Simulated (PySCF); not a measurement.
In(H)(Br)(vinyl) (C2H4BrIn), SMILES [CH](=C)[InH][Br]. Coordinates come from a PBE0-D3(BJ)/def2-SVP optimisation. The def2 effective core potentials stand for the cores of In; spin–orbit coupling is left out. The values are those of a single conformer.

Computed equilibrium geometry at PBE0-D3(BJ)/def2-SVP (PySCF confirms it by a frequency run) as a Z-matrix, and its point group (one conformer of several):
point group Cs.
```
C
C 1 1.3384
H 2 1.0964 1 122.83
H 1 1.0966 2 119.09 3 180.00
H 2 1.0979 3 115.35 1 180.00
In 1 2.1303 4 118.33 2 180.00
H 6 1.7167 1 132.49 4 180.00
Br 6 2.5071 7 114.32 1 180.00
```
